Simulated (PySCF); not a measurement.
**Heteronuclear NMR**

Geometry:
| atom | x (Å) | y (Å) | z (Å) |
| --- | --- | --- | --- |
| C1 | -1.929 | 0.091 | -0.673 |
| C2 | -0.545 | -0.307 | -0.253 |
| C3 | 0.373 | 0.538 | 0.250 |
| Si4 | 2.177 | 0.280 | 0.811 |
| C5 | 0.092 | 1.953 | 0.445 |
| O6 | 0.949 | 2.695 | 0.867 |
| C7 | -0.232 | -1.756 | -0.426 |
| Cl8 | -0.332 | -2.199 | -2.154 |
| Cl9 | -1.394 | -2.744 | 0.503 |
| H10 | -2.517 | 0.391 | 0.193 |
| H11 | -2.434 | -0.741 | -1.155 |
| H12 | -1.899 | 0.928 | -1.368 |
| H13 | 3.027 | 1.064 | -0.074 |
| H14 | 2.264 | 0.648 | 2.218 |
| H15 | 2.545 | -1.137 | 0.677 |
| H16 | -0.915 | 2.335 | 0.211 |
| H17 | 0.765 | -2.026 | -0.084 |

Theoretical values (PySCF): GIAO PBE0/pcSseg-1 shieldings, structure optimised with GFN2-xTB. In vacuum, a single conformation, non-relativistic, one averaged value for each set of equivalent atoms.

**Question.** Where does $^{29}$Si resonate?

**Answer.** 
```tsv
atoms	environment	σ (ppm)	δ (ppm)
Si4	silicon bonded to C, 3 H	439.5	-81.2
```

Shieldings were converted by a linear fit to measured shifts: $^{29}$Si: δ = 279.94 − 0.822σ (rms 8.9 ppm, 72 shifts, 25.8 ppm with the 6 outliers that the fit left out vs TMS, solution or neat liquid). Occasional misses reach two or three times the rms, and more in compound classes unlike the fitted ones.

On a 600 MHz spectrometer $^{29}$Si resonates near 119.2 MHz, so 1 ppm is 119.2 Hz.

**Question.** What are the $^{17}$O shifts?

**Answer.** 
```tsv
atoms	environment	σ (ppm)	δ (ppm)
O6	aldehyde oxygen	-383.7	616.2
```

Shieldings were converted by a linear fit to measured shifts: $^{17}$O (scatter 10.7 ppm rms, 12.2 ppm with the 3 outliers that the fit left out vs liquid water, solution or neat liquid). A few per cent of atoms miss by over 2 rms, more outside the fitted compound classes.

On a 500 MHz spectrometer $^{17}$O resonates near 67.8 MHz, so 1 ppm is 67.8 Hz.
